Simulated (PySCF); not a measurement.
CHF3O3S, charge +1, doublet, geometry from GFN2-xTB (a state made from the parent by changing its charge; the spin is typed, not shown lowest); PySCF with B3LYP/STO-3G.

The PySCF input:
```python
from pyscf import gto, scf, dft

mol = gto.M(
    atom='''
O     1.429063   -0.499321   -1.045346
S     0.905054    0.285010    0.156706
O     1.161639   -0.323728    1.395063
O     0.771640    1.655046   -0.094250
C    -1.074329   -0.225618   -0.080000
F    -1.668538    0.350439    0.904483
F    -1.391794    0.219083   -1.247039
F    -1.036492   -1.518887   -0.005580
H     1.937780   -1.318139   -0.937797
''',
    basis='sto-3g',
    charge=1,
    spin=1,
    verbose=4,
)

mf = dft.UKS(mol)
mf.xc = 'b3lyp'
mf.grids.atom_grid = (30, 110)
mf.kernel()
```

What does PySCF print? Leave out banner, timings and long lists.


```
PySCF version 2.14.0

[INPUT] verbose = 4
[INPUT] num. atoms = 9
[INPUT] num. electrons = 73
[INPUT] charge = 1
[INPUT] spin (= nelec alpha-beta = 2S) = 1
[INPUT] symmetry False subgroup None
[INPUT] Mole.unit = angstrom
[INPUT] Symbol           X                Y                Z      unit          X                Y                Z       unit  Magmom
[INPUT]  1 O      1.429063000000  -0.499321000000  -1.045346000000 AA    2.700537684749  -0.943579938244  -1.975417645410 Bohr   0.0
[INPUT]  2 S      0.905054000000   0.285010000000   0.156706000000 AA    1.710304187942   0.538590842762   0.296131422076 Bohr   0.0
[INPUT]  3 O      1.161639000000  -0.323728000000   1.395063000000 AA    2.195179565614  -0.611757258853   2.636286996514 Bohr   0.0
[INPUT]  4 O      0.771640000000   1.655046000000  -0.094250000000 AA    1.458188266759   3.127583663557  -0.178106687240 Bohr   0.0
[INPUT]  5 C     -1.074329000000  -0.225618000000  -0.080000000000 AA   -2.030187577678  -0.426356228772  -0.151178089965 Bohr   0.0
[INPUT]  6 F     -1.668538000000   0.350439000000   0.904483000000 AA   -3.153079848430   0.662233733366   1.709225154325 Bohr   0.0
[INPUT]  7 F     -1.391794000000   0.219083000000  -1.247039000000 AA   -2.630109481813   0.414006868548  -2.356562176651 Bohr   0.0
[INPUT]  8 F     -1.036492000000  -1.518887000000  -0.005580000000 AA   -1.958686010303  -2.870280444162  -0.010544671775 Bohr   0.0
[INPUT]  9 H      1.937780000000  -1.318139000000  -0.937797000000 AA    3.661873489660  -2.490921704108  -1.772179490439 Bohr   0.0

nuclear repulsion = 572.159915012171
number of shells = 27
number of NR pGTOs = 135
number of NR cGTOs = 45
basis = sto-3g
ecp = {}

******** <class 'pyscf.dft.uks.UKS'> ********
method = UKS
initial guess = minao
damping factor = 0
level_shift factor = 0
DIIS = <class 'pyscf.scf.diis.CDIIS'>
diis_start_cycle = 1
diis_space = 8
diis_damp = 0
SCF conv_tol = 1e-09
SCF conv_tol_grad = None
SCF max_cycles = 50
direct_scf = True
direct_scf_tol = 1e-13
number electrons alpha = 37  beta = 36
XC library pyscf.dft.libxc version 7.1.2
    S. Lehtola, C. Steigemann, M. J. T. Oliveira, and M. A. L. Marques,  SoftwareX 7, 1–5 (2018)
XC functionals = b3lyp
    P. J. Stephens, F. J. Devlin, C. F. Chabalowski, and M. J. Frisch,  J. Phys. Chem. 98, 11623 (1994)
radial grids:
    Treutler-Ahlrichs [JCP 102, 346 (1995); DOI:10.1063/1.469408] (M4) radial grids

becke partition: Becke, JCP 88, 2547 (1988); DOI:10.1063/1.454033
pruning grids: <function nwchem_prune>
grids dens level: 3
symmetrized grids: False
atomic radii adjust function: <function treutler_atomic_radii_adjust>
User specified grid scheme (30, 110)
small_rho_cutoff = 0
Set gradient conv threshold to 3.16228e-05
tot grids = 22072
init E= -951.779505456636

cycle= 1 E= -948.307006940493  delta_E= 3.47  |g|= 0.998  |ddm|= 3.25
cycle= 2 E= -946.579056295878  delta_E= 1.73  |g|= 1.74  |ddm|= 4.26
cycle= 3 E= -948.475542760255  delta_E= -1.9  |g|= 0.871  |ddm|=  3.6
cycle= 4 E= -948.974696115982  delta_E= -0.499  |g|= 0.129  |ddm|= 1.36
cycle= 5 E= -948.975764711982  delta_E= -0.00107  |g|= 0.178  |ddm|= 0.661
cycle= 6 E= -948.987523309279  delta_E= -0.0118  |g|= 0.118  |ddm|= 0.388
cycle= 7 E= -948.996788583463  delta_E= -0.00927  |g|= 0.0109  |ddm|= 0.191
cycle= 8 E= -948.996872708025  delta_E= -8.41e-05  |g|= 0.00708  |ddm|= 0.0292
cycle= 9 E= -948.996911277241  delta_E= -3.86e-05  |g|= 0.0014  |ddm|= 0.0133
cycle= 10 E= -948.99691409811  delta_E= -2.82e-06  |g|= 0.000588  |ddm|= 0.0049
cycle= 11 E= -948.996914629078  delta_E= -5.31e-07  |g|= 0.000306  |ddm|= 0.00224
cycle= 12 E= -948.996914786769  delta_E= -1.58e-07  |g|= 7.66e-05  |ddm|= 0.00169
cycle= 13 E= -948.996914794333  delta_E= -7.56e-09  |g|= 5.04e-05  |ddm|= 0.000298
cycle= 14 E= -948.996914797131  delta_E= -2.8e-09  |g|= 2.06e-05  |ddm|= 0.000154
cycle= 15 E= -948.996914798271  delta_E= -1.14e-09  |g|= 1.58e-05  |ddm|= 0.000149
cycle= 16 E= -948.996914798455  delta_E= -1.84e-10  |g|= 1.06e-05  |ddm|= 4.67e-05
Extra cycle  E= -948.996914797701  delta_E= 7.54e-10  |g|= 3.97e-05  |ddm|= 7.87e-05
converged SCF energy = -948.996914797701  <S^2> = 0.75515626  2S+1 = 2.0051496
```
